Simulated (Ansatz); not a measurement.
Reaction (redistribution): `B[SiH2]C#N` + `C[CH2][GeH2][SiH3]` → `[BH2][GeH2][SiH3]` + `CC[SiH2]C#N`

Program: Ansatz. Geometries: PBE0-D4/def2-TZVP. ΔE: electronic, gas phase. CCSD(T)/CBS adds triple-zeta CCSD(T) − MP2 to the extrapolated MP2 energy (def2 sets, frozen cores). DFT in def2-TZVPP. B3LYP here is the variant with VWN-RPA as its local correlation; programs differ in this. For Ge outer-core shells are correlated without core-valence functions, which leaves a few kJ/mol of doubt a bond. Scalar relativity is left out up to krypton. Each species was taken in one conformer, which may not be the lowest.

(1) Is it downhill or uphill in electronic energy at CCSD(T)/CBS, and by how much? (Best estimate.)

(2) What do these levels give: B3LYP-D4, ωB97X-V, B2PLYP, SCS-MP2/def2-TZVPP, CCSD(T)/def2-TZVPP, CCSD/CBS(def2)? (Best estimate.)

Largest T1 diagnostic among the species: 0.013.

## Answers

(1) Ansatz gave: Downhill: ΔE = -0.35 eV.

(2) The calculation gave: B3LYP-D4 -0.35, ωB97X-V -0.33, B2PLYP -0.35, SCS-MP2/def2-TZVPP -0.33, CCSD(T)/def2-TZVPP -0.33, CCSD/CBS(def2) -0.35 eV.
